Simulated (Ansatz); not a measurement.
C2H6BFSi (`B[SiH](F)C=C`), charge 0, multiplicity 1.

Problem. Give a relaxed structure at PBE0-D4/def2-TZVP (Ansatz). (Estimate.)

Solution. The calculation gave: 
```xyz
11

B     1.6513   -1.0780    0.8866
Si    0.4429    0.5055    0.6838
F     1.1195    1.6975   -0.1591
C    -1.0879   -0.0174   -0.2284
C    -1.3994    0.4473   -1.4359
H     1.2687   -2.0162    1.5247
H     2.7300   -1.1580    0.3790
H     0.0890    1.0660    2.0202
H    -1.7462   -0.7504    0.2362
H    -2.2929    0.1267   -1.9644
H    -0.7750    1.1770   -1.9428
```
This is one stationary point; other conformers may exist.
